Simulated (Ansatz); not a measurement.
One geometry of CH4F2OZr, SMILES `[CH3][Zr]([OH])([F])[F]`, several functionals.

```yaml
crystal:
  periodic: [false, false, false]
  atoms:
    - {symbol: C, position_ang: [-1.397567, -0.041404, -0.198907]}
    - {symbol: Zr, position_ang: [0.794684, 0.251669, -0.296786]}
    - {symbol: O, position_ang: [1.494526, -0.551354, 1.283108]}
    - {symbol: F, position_ang: [1.389290, -0.614532, -1.889788]}
    - {symbol: F, position_ang: [1.089864, 2.135965, -0.359377]}
    - {symbol: H, position_ang: [-1.823809, 0.432692, 0.692159]}
    - {symbol: H, position_ang: [-1.656082, -1.105639, -0.165946]}
    - {symbol: H, position_ang: [-1.886609, 0.395463, -1.077634]}
    - {symbol: H, position_ang: [1.995702, -0.902859, 2.013161]}
basis:
  gaussian: {orbitals: def2-TZVPP}
hamiltonian: {xc: {name: revPBE}, dispersion: d4}
output: {orbitals: {seedname: orbitals}}
```

```sh
$ ansatz run in.yaml --threads 2 --pin off --events-out ev --progress --plain --max-ram 22528MiB --backend cpu
```

It prints (some lines left out):

```
Functional definition: revPBE
1191 factors; their error is unknown
mean field evaluation 1: about -9852.3028 eV, gradient 1.1e2 eV
mean field evaluation 2: about -9704.9376 eV, gradient 2.8e2 eV
mean field evaluation 4: about -9870.8312 eV, gradient 2.8e1 eV
mean field evaluation 8: about -9872.4177 eV, gradient 4.1e-1 eV
mean field evaluation 16: about -9872.4093 eV, gradient 1.4e-4 eV
mean field -9872.40928790 eV, -362.8043495711 hartree, gradient 2.3e-5 eV, S^2 0.000000; 0 other end points of the search recorded, 0 dependent functions left out
reference -9872.40938781 eV, -362.8043532424 hartree; 24, 24 occupied and 212, 212 virtual orbitals, 1191 factors
Total energy: -9872.81890305 eV, -362.8194026502 hartree
```

It took 3 s on 2 threads of an AMD EPYC 7R13 on a shared host, with 0.32 GiB of host memory at the peak.

Changing it to `hamiltonian: {xc: {name: r2SCANh}, dispersion: d4}` (abridged; 8.5 s):

```
Functional definition: r2SCANh
mean field evaluation 16: about -9870.0699 eV, gradient 3.9e-4 eV
mean field -9870.06993717 eV, -362.7183800173 hartree, gradient 1.7e-5 eV, S^2 0.000000
Total energy: -9870.11171978 eV, -362.7199154999 hartree
```

Changing it to `hamiltonian: {xc: {name: PBE-QIDH}}` (abridged; 8 s):

```
Functional definition: PBE-QIDH
mean field evaluation 16: about -9849.4500 eV, gradient 2.6e-4 eV
mean field -9849.44997729 eV, -361.9606104683 hartree, gradient 7.0e-6 eV, S^2 0.000000
4 core orbitals not correlated: weight in the atoms' cores, before any rotation towards them, 1.000 or more for the frozen orbitals, at most 0.000 for the correlated occupied ones
second order -38.88731038 eV of doubles, -0.00000000 eV of singles
Total energy: -9862.41243490 eV, -362.4369719993 hartree
```

Changing it to `hamiltonian: {xc: {name: BLYP}, dispersion: d4}` (abridged; 3.2 s):

```
Functional definition: BLYP
mean field evaluation 16: about -9872.3025 eV, gradient 1.1e-4 eV
mean field -9872.30247266 eV, -362.8004241832 hartree, gradient 2.5e-5 eV, S^2 0.000000
Total energy: -9872.63329263 eV, -362.8125815931 hartree
```

The same input with `hamiltonian: {xc: hse06, dispersion: d4}` (abridged; 5.5 s):

```
Functional definition: HSE06
mean field evaluation 16: about -9864.6077 eV, gradient 5.9e-5 eV
mean field -9864.60773818 eV, -362.5176479068 hartree, gradient 5.9e-5 eV, S^2 0.000000
Total energy: -9864.73405079 eV, -362.5222898095 hartree
```

The same input with `hamiltonian: {xc: {name: B2PLYP}}` (abridged; 8.6 s):

```
Functional definition: B2PLYP
mean field evaluation 16: about -9855.4637 eV, gradient 3.6e-4 eV
mean field -9855.46374883 eV, -362.1816124964 hartree, gradient 6.2e-6 eV, S^2 0.000000
4 core orbitals not correlated: weight in the atoms' cores, before any rotation towards them, 1.000 or more for the frozen orbitals, at most 0.000 for the correlated occupied ones
second order -41.87012578 eV of doubles, -0.00000000 eV of singles
Total energy: -9866.76888347 eV, -362.5970685315 hartree
```

HSE06 is the plane-wave form, built on full-range PBE exchange.
